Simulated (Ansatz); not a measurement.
`[SiH3][Ga]1[CH2][SiH2]1` at its PBE0-D4/def2-TZVP geometry, where that method's forces vanish. The species carries charge 0 and has multiplicity 1.

```xyz
11

Si   -1.9885    0.9252   -0.5795
Ga    0.1049   -0.0881   -0.0925
C     1.7540   -1.0763   -0.2856
Si    1.8109   -0.4960    1.5913
H    -2.5314    1.6280    0.6106
H    -1.8077    1.8996   -1.6878
H    -2.9470   -0.1263   -1.0111
H     1.6775   -2.1514   -0.4313
H     2.5225   -0.6445   -0.9227
H     0.2087   -0.8149    1.6911
H     1.1959    0.9448    1.1175
```

Q: What forces (eV/Å) does ωB97M-V/def2-TZVPP give on these atoms in Ansatz? (Best estimate.)

A: Ansatz gave: 
```
Si1 -0.104  0.048 -0.038
Ga2 -0.031  0.021  0.021
C3  -0.043  0.011 -0.046
Si4  0.056 -0.012  0.063
H5   0.082 -0.095 -0.147
H6  -0.022 -0.124  0.139
H7   0.124  0.131  0.053
H8   0.011  0.089  0.016
H9  -0.060 -0.038  0.057
H10  0.013  0.016 -0.068
H11 -0.024 -0.048 -0.049
```
